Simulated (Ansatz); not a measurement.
Ansatz (an electronic-structure program) job for C2H9ClSi3, SMILES [Si@@H]1(Cl)[Si@@H](C[SiH2]1)C, CAM-B3LYP/def2-SVPD. Coordinates come from a r2SCAN-D4/def2-SVP optimisation. The structure was generated by enumeration; whether it is a known compound was not checked.

Ansatz 0.2 input:
```yaml
crystal:
  periodic: [false, false, false]
  atoms:
    - {symbol: C, position_ang: [-2.14857276, -1.07054258, 0.61294989]}
    - {symbol: Si, position_ang: [-1.24600129, -0.40665155, -0.89864215]}
    - {symbol: C, position_ang: [0.09526600, -1.62840189, -1.50513118]}
    - {symbol: Si, position_ang: [1.51701596, -1.12325947, -0.33084282]}
    - {symbol: Si, position_ang: [0.49972688, 1.00568163, -0.16649063]}
    - {symbol: Cl, position_ang: [0.30725289, 1.90050232, 1.71267923]}
    - {symbol: H, position_ang: [-1.43383968, -1.37456447, 1.39422165]}
    - {symbol: H, position_ang: [-2.80442355, -0.29755045, 1.04373304]}
    - {symbol: H, position_ang: [-2.76923002, -1.94432526, 0.35480788]}
    - {symbol: H, position_ang: [-2.21763026, 0.02509949, -1.95370303]}
    - {symbol: H, position_ang: [0.38284818, -1.36747570, -2.54028097]}
    - {symbol: H, position_ang: [-0.18314832, -2.69606005, -1.49594547]}
    - {symbol: H, position_ang: [1.41253656, -1.85052832, 0.97273305]}
    - {symbol: H, position_ang: [2.89973111, -1.30344542, -0.87384350]}
    - {symbol: H, position_ang: [1.01931559, 2.03318878, -1.12052337]}
basis:
  gaussian:
    orbitals: def2-SVPD
hamiltonian:
  xc: {name: CAM-B3LYP}
```

Program output:

```
WARN ansatz: RAYON_NUM_THREADS=2 ignored (pool sized by the plan → 2); use --threads N
Functional definition: CAM-B3LYP
integrals: 0.26 GiB planned
1901 factors; their error is unknown
integrals: 0.29 GiB planned
834 factors; integrals over basis functions are off by at most 2.1e-5 eV
mean field: 2.49 GiB planned
mean field evaluation 1: about -38358.3864 eV, gradient 5.0e1 eV
mean field evaluation 2: about -38358.3959 eV, gradient 4.7e1 eV
mean field evaluation 4: about -38364.2868 eV, gradient 1.8e0 eV
mean field evaluation 8: about -38364.2973 eV, gradient 9.2e-2 eV
mean field evaluation 16: about -38364.4811 eV, gradient 6.0e-5 eV
mean field -38364.48108639 eV, -1409.8686755457 hartree, gradient 6.0e-5 eV, S^2 0.000000; 0 other end points of the search recorded, 0 dependent functions left out
reference -38364.48125622 eV, -1409.8686817869 hartree; 40, 40 occupied and 171, 171 virtual orbitals, 1901 factors
Total energy: -38364.48125622 eV, -1409.8686817869 hartree
```

The run converged.
